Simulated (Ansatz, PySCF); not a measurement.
Process, species as SMILES: [C]F → [C][F+] + e-
Geometries: B3LYP-D3(BJ)/def2-TZVP minima from Ansatz (a first-principles code).

Property: adiabatic ionisation energy (0 K, with B3LYP-D3(BJ) harmonic zero-point energies from PySCF), in eV. Cores are frozen in the correlated levels unless marked. UHF or UKS for open shells. Spin-orbit coupling is left out. Non-relativistic. CBS(X,Y): correlation extrapolated as X^-3; Hartree-Fock from the larger set (for Q and 5 zeta extrapolated as (X+1)exp(-9√X)).

CCSD(T)/CBS(cc-pVQZ,cc-pV5Z) (Ansatz) gives 9.11 eV.

Another calculation gave 9.21 eV. Which level was it?
A) SVWN5/def2-TZVPD (Ansatz)
B) B3LYP/def2-TZVPD (Ansatz)
C) B97M-V/def2-TZVPD (Ansatz)

C, B97M-V/def2-TZVPD (Ansatz). The others give 9.31 (SVWN5), 9.49 (B3LYP) eV.
